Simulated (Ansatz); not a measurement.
Ansatz (a first-principles code) input for C₂H₆BFO₂, SMILES C[C@@H](F)B(O)O, PBE-D3(BJ)/def2-SVP. 

Ansatz 0.2 input:
```yaml
crystal:
  periodic: [false, false, false]
  atoms:
    - {symbol: C, position_ang: [1.70672705, -0.79652699, 0.20569627]}
    - {symbol: C, position_ang: [0.48164758, -0.02476185, 0.67175465]}
    - {symbol: F, position_ang: [0.82232489, 1.34339770, 0.76938808]}
    - {symbol: B, position_ang: [-0.77952820, -0.14164130, -0.30725701]}
    - {symbol: O, position_ang: [-1.27571329, 0.98404716, -0.87044402]}
    - {symbol: O, position_ang: [-1.37065580, -1.32951523, -0.61079063]}
    - {symbol: H, position_ang: [1.48734949, -1.87554647, 0.15176905]}
    - {symbol: H, position_ang: [2.02031541, -0.46558950, -0.79681891]}
    - {symbol: H, position_ang: [2.55302099, -0.65685017, 0.89607805]}
    - {symbol: H, position_ang: [0.20932836, -0.35038959, 1.69448588]}
    - {symbol: H, position_ang: [-0.76214764, 1.74868988, -0.57026276]}
    - {symbol: H, position_ang: [-0.97044475, -2.09120956, -0.17828745]}
basis:
  gaussian:
    orbitals: def2-SVP
hamiltonian:
  xc: pbe
  dispersion: d3bj
relax: {f_tol: 0.002, max_steps: 200}
```

Output:

```
WARN ansatz: RAYON_NUM_THREADS=2 ignored (pool sized by the plan → 2); use --threads N
Functional definition: PBE
integrals: 0.05 GiB planned
1252 factors; their error is unknown
mean field: 0.34 GiB planned
mean field evaluation 1: about -9631.4131 eV, gradient 7.9e1 eV
mean field evaluation 2: about -9610.0689 eV, gradient 1.3e2 eV
mean field evaluation 4: about -9643.7907 eV, gradient 5.9e0 eV
mean field evaluation 8: about -9643.8684 eV, gradient 2.0e-1 eV
mean field evaluation 16: about -9643.8150 eV, gradient 8.4e-4 eV
mean field -9643.81501797 eV, -354.4036650979 hartree, gradient 2.0e-5 eV, S^2 0.000000; 0 other end points of the search recorded, 0 dependent functions left out
the calculation of the forces begins
reference -9643.81504957 eV, -354.4036662591 hartree; 24, 24 occupied and 90, 90 virtual orbitals, 1252 factors
relax step   1: F+E_penalty+E_count = -9644.02920798 eV  Δ(F+E_penalty+E_count) = +0.000e0 eV  max|allowed force component| = 4.546e-1 eV/Å  Δτ_max = 0.0000 Å  (29 SCF iters, accepted)
these checks for a lower state are left out or cut short: starts, cluster_reference, orbital_swaps, neighbouring_geometries, increment
integrals: 0.05 GiB planned
1252 factors; their error is unknown
mean field: 0.33 GiB planned
mean field -9643.82759951 eV, -354.4041274610 hartree, gradient 1.9e-5 eV, S^2 0.000000; 0 other end points of the search recorded, 0 dependent functions left out
the calculation of the forces begins
reference -9643.82763119 eV, -354.4041286252 hartree; 24, 24 occupied and 90, 90 virtual orbitals, 1252 factors
relax step   2: F+E_penalty+E_count = -9644.04126089 eV  Δ(F+E_penalty+E_count) = -1.205e-2 eV  max|allowed force component| = 2.076e-1 eV/Å  Δτ_max = 0.0100 Å  (32 SCF iters, accepted)
these checks for a lower state are left out or cut short: starts, cluster_reference, orbital_swaps, neighbouring_geometries, increment
integrals: 0.05 GiB planned
1252 factors; their error is unknown
mean field: 0.34 GiB planned
mean field evaluation 32: about -9643.8306 eV, gradient 1.3e-3 eV
mean field -9643.83062110 eV, -354.4042385024 hartree, gradient 1.9e-5 eV, S^2 0.000000; 0 other end points of the search recorded, 0 dependent functions left out
the calculation of the forces begins
reference -9643.83065285 eV, -354.4042396689 hartree; 24, 24 occupied and 90, 90 virtual orbitals, 1252 factors
relax step   3: F+E_penalty+E_count = -9644.04397529 eV  Δ(F+E_penalty+E_count) = -2.714e-3 eV  max|allowed force component| = 4.104e-2 eV/Å  Δτ_max = 0.0098 Å  (32 SCF iters, accepted)
these checks for a lower state are left out or cut short: starts, cluster_reference, orbital_swaps, neighbouring_geometries, increment
integrals: 0.05 GiB planned
1252 factors; their error is unknown
mean field: 0.33 GiB planned
mean field -9643.83098497 eV, -354.4042518743 hartree, gradient 1.9e-5 eV, S^2 0.000000; 0 other end points of the search recorded, 0 dependent functions left out
the calculation of the forces begins
reference -9643.83101672 eV, -354.4042530411 hartree; 24, 24 occupied and 90, 90 virtual orbitals, 1252 factors
relax step   4: F+E_penalty+E_count = -9644.04441541 eV  Δ(F+E_penalty+E_count) = -4.401e-4 eV  max|allowed force component| = 2.811e-2 eV/Å  Δτ_max = 0.0092 Å  (32 SCF iters, accepted)
these checks for a lower state are left out or cut short: starts, cluster_reference, orbital_swaps, neighbouring_geometries, increment
integrals: 0.05 GiB planned
1252 factors; their error is unknown
mean field: 0.33 GiB planned
mean field -9643.83099395 eV, -354.4042522042 hartree, gradient 1.9e-5 eV, S^2 0.000000; 0 other end points of the search recorded, 0 dependent functions left out
the calculation of the forces begins
reference -9643.83102570 eV, -354.4042533711 hartree; 24, 24 occupied and 90, 90 virtual orbitals, 1252 factors
relax step   5: F+E_penalty+E_count = -9644.04456833 eV  Δ(F+E_penalty+E_count) = -1.529e-4 eV  max|allowed force component| = 4.592e-2 eV/Å  Δτ_max = 0.0108 Å  (32 SCF iters, accepted)
these checks for a lower state are left out or cut short: starts, cluster_reference, orbital_swaps, neighbouring_geometries, increment
integrals: 0.05 GiB planned
1252 factors; their error is unknown
mean field: 0.33 GiB planned
mean field -9643.83104446 eV, -354.4042540603 hartree, gradient 2.7e-5 eV, S^2 0.000000; 0 other end points of the search recorded, 0 dependent functions left out
the calculation of the forces begins
reference -9643.83107621 eV, -354.4042552271 hartree; 24, 24 occupied and 90, 90 virtual orbitals, 1252 factors
relax step   6: F+E_penalty+E_count = -9644.04463535 eV  Δ(F+E_penalty+E_count) = -6.702e-5 eV  max|allowed force component| = 1.061e-2 eV/Å  Δτ_max = 0.0018 Å  (23 SCF iters, accepted)
these checks for a lower state are left out or cut short: starts, cluster_reference, orbital_swaps, neighbouring_geometries, increment
integrals: 0.05 GiB planned
1252 factors; their error is unknown
mean field: 0.33 GiB planned
mean field -9643.83104528 eV, -354.4042540906 hartree, gradient 4.4e-5 eV, S^2 0.000000; 0 other end points of the search recorded, 0 dependent functions left out
the calculation of the forces begins
reference -9643.83107703 eV, -354.4042552573 hartree; 24, 24 occupied and 90, 90 virtual orbitals, 1252 factors
relax step   7: F+E_penalty+E_count = -9644.04463829 eV  Δ(F+E_penalty+E_count) = -2.942e-6 eV  max|allowed force component| = 2.053e-3 eV/Å  Δτ_max = 0.0004 Å  (20 SCF iters, accepted)
these checks for a lower state are left out or cut short: starts, cluster_reference, orbital_swaps, neighbouring_geometries, increment
integrals: 0.05 GiB planned
1252 factors; their error is unknown
mean field: 0.33 GiB planned
mean field -9643.83104733 eV, -354.4042541660 hartree, gradient 6.0e-5 eV, S^2 0.000000; 0 other end points of the search recorded, 0 dependent functions left out
the calculation of the forces begins
reference -9643.83107908 eV, -354.4042553328 hartree; 24, 24 occupied and 90, 90 virtual orbitals, 1252 factors
relax step   8: F+E_penalty+E_count = -9644.04463884 eV  Δ(F+E_penalty+E_count) = -5.503e-7 eV  max|allowed force component| = 1.813e-3 eV/Å  Δτ_max = 0.0007 Å  (19 SCF iters, accepted)
integrals: 0.05 GiB planned
1252 factors; their error is unknown
mean field: 0.33 GiB planned
mean field evaluation 64: about -9643.8310 eV, gradient 6.0e-5 eV
mean field -9643.83104733 eV, -354.4042541660 hartree, gradient 6.0e-5 eV, S^2 0.000000; 1 other end points of the search recorded, 0 dependent functions left out
the calculation of the forces begins
reference -9643.83107908 eV, -354.4042553328 hartree; 24, 24 occupied and 90, 90 virtual orbitals, 1252 factors
Total energy: -9644.04467059 eV, -354.4121046759 hartree
Atom 0 at     1.709295    -0.794428     0.207226 Å, force     0.000752     0.001813    -0.000159 eV/Å
Atom 1 at     0.480482    -0.023139     0.669465 Å, force     0.000032    -0.001420     0.000310 eV/Å
Atom 2 at     0.814573     1.356400     0.757869 Å, force     0.000496    -0.001210    -0.000231 eV/Å
Atom 3 at    -0.785836    -0.146239    -0.310511 Å, force    -0.001365    -0.000536     0.000021 eV/Å
Atom 4 at    -1.282294     0.990798    -0.872666 Å, force    -0.001020     0.000183    -0.000475 eV/Å
Atom 5 at    -1.388502    -1.336239    -0.622686 Å, force     0.000169     0.000240    -0.000171 eV/Å
Atom 6 at     1.491917    -1.881700     0.157113 Å, force    -0.000906     0.000281     0.000453 eV/Å
Atom 7 at     2.024320    -0.467264    -0.804182 Å, force     0.000613    -0.000176    -0.000418 eV/Å
Atom 8 at     2.562932    -0.652121     0.900234 Å, force     0.000479    -0.000096    -0.000001 eV/Å
Atom 9 at     0.208477    -0.346023     1.703015 Å, force    -0.000374     0.000566     0.000586 eV/Å
Atom 10 at    -0.740700     1.739040    -0.548355 Å, force     0.000800     0.000486     0.000171 eV/Å
Atom 11 at    -0.972440    -2.094981    -0.181209 Å, force     0.000324    -0.000131    -0.000085 eV/Å
Dipole moment:     0.362073    -0.352943     0.289013 e Å
```

Self-consistency was reached.

Cost: around 26 core-seconds (rough).
